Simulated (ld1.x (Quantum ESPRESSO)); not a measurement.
Fe: TM pseudisation with BLYP, scalar-relativistic reference atom.

Fe, norm-conserving Troullier–Martins (Kleinman–Bylander form), made with ld1.x (Quantum ESPRESSO) 7.5 (BLYP, scalar-relativistic). Core [Ne], reference 3s2 3p6 3d5 4s0 4p0 (charge +3). Waves: 3s (bound): rc 1.30 bohr; 3p (bound): rc 0.85 bohr; 3d (bound): rc 1.65 bohr. Local part: all-electron potential smoothed inside 1.35 bohr (lloc = -1). Core correction: a·sin(br)/r model core inside 0.65 bohr.

Poles of the logarithmic derivatives, all-electron (AE) and pseudo (PS). s: poles at -9.5, 4.6 (AE) and -9.5 (PS) Ry. p: poles at -6.9 (AE) and -6.9 (PS) Ry. d: poles at -2.6 (AE) and -2.6 (PS) Ry. Test radius 1.80 bohr.

* Cutoffs needed: 140 Ry and 260 Ry (the cutoffs (Ry, on a coarse ladder) from which the occupation-weighted sum of valence levels, in a spherical-Bessel basis at the reference potential, stays within 10 and 1 mRy of its value at 400 Ry)
* Ghost test: no extra level below or beside the all-electron valence levels (s, p, d, f tested) (spherical-Bessel basis up to 400 Ry, 20 bohr box)
* Largest excitation error: -1699 meV (all-electron minus pseudo) for 3s1 3p6 3d6 4s2 4p0, out of 7 test configurations
